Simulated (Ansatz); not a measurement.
Born–Oppenheimer molecular dynamics of Cl₂H₄O₃W (10 atoms, charge 0, multiplicity 1). It starts at the highest image of a converged band. Of that band: The profile has 2 maxima (images 1, 5) with wells between them (image 2): this band takes more than one step, which may be the mechanism or a detour left from its start path. A vibrational analysis at the climbing image gives 2 clearly imaginary modes (91i, 58i cm⁻¹): a point of higher order, so a lower path passes nearby.

Computed with RKS PBE/def2-SVP (Ansatz 0.2.0).

```json
{"ensemble": "NVE (velocity Verlet)", "time step": "0.5 fs", "steps asked": "200", "starting velocities drawn for": "100 K", "seed": "9464"}
```

First frame:

```xyz
10
Properties=species:S:1:pos:R:3
W -0.276 0.037 -0.316
Cl 1.012 -0.635 2.533
H 0.954 0.242 0.905
O 0.078 1.906 -0.143
H -0.543 2.460 -0.673
Cl -2.373 -0.125 0.559
O 0.520 -1.611 -0.050
H 0.939 -1.662 0.904
O -0.183 0.044 -2.204
H 0.699 0.136 -2.630
```

(1) How far do the bonds stretch over the last three quarters of this one trajectory? (Pairs bonded in most of those frames.)

## Answers

(1) 
| bond | mean (Å) | spread (Å) | shortest | longest |
| --- | --- | --- | --- | --- |
| W1–Cl2 | 3.128 | 0.011 | 3.10 | 3.15 |
| W1–H3 | 1.755 | 0.034 | 1.71 | 1.84 |
| W1–O4 | 1.909 | 0.010 | 1.89 | 1.92 |
| W1–Cl6 | 2.283 | 0.010 | 2.27 | 2.30 |
| W1–O7 | 1.861 | 0.027 | 1.81 | 1.90 |
| W1–O9 | 1.895 | 0.010 | 1.88 | 1.91 |
| O4–H5 | 0.987 | 0.010 | 0.97 | 1.00 |
| O7–H8 | 1.021 | 0.017 | 0.99 | 1.06 |
| O9–H10 | 0.984 | 0.002 | 0.98 | 0.99 |

Mean temperature of the second half: 57 K. The conserved energy stayed within 0.025 meV per atom of its start (net change 0.017 meV per atom), so the integration is sound. A run of 0.1 ps of so small a system gives no equilibrium averages. The orbitals stay closed-shell, which can raise the energy where a bond breaks towards radicals; this wasn't checked here.

Time of the run: 5.1 min on 4 threads of Arm Neoverse V2, on a shared host, peak memory 0.2 GiB.
